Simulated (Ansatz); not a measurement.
Gas-phase electronic energies from Ansatz, PBE0-D4/def2-TZVP geometries. CBS: MP2 limit from def2 TZ/QZ plus the TZ coupled-cluster correction, frozen cores. This one scheme is used for every species. Functionals use def2-TZVPP. B3LYP here is the variant with VWN-RPA as its local correlation; programs differ in this. For Se outer-core shells are correlated without core-valence functions, which leaves a few kJ/mol of doubt a bond. Scalar relativity is left out up to krypton. Each species was taken in one conformer, which may not be the lowest.

`C=C[Se][Si](F)(F)F` + `C#CCO` → `C#CCOC=C` + `F[Si](F)(F)[SeH]`  (substitution at a C–Se bond)

```csv
species,B3LYP-D4 energy (Eh)
`C=C[Se][Si](F)(F)F`,-3069.05318
`C#CCO`,-191.95462
`C#CCOC=C`,-269.37950
`F[Si](F)(F)[SeH]`,-2991.62652
```

Question: Work out ΔE.

Answer: ΔE = (-269.37950) + (-2991.62652) − (-3069.05318) − (-191.95462) = 0.00178 Eh = +4.7 kJ/mol. CCSD(T)/CBS gives +9.6 kJ/mol.

Largest T1 diagnostic among the species: 0.013.

In def2-TZVPP, CCSD(T) changes the Hartree–Fock value by +9.2 kJ/mol (the triples alone add +1.0 kJ/mol) and MP2 by +14.0 kJ/mol. The D4 term adds +6.0 kJ/mol with B3LYP and +3.2 kJ/mol with PBE0; it sums over pairs of atoms, weighted by their polarisabilities, and B3LYP, whose exchange is more repulsive, gets the larger term.
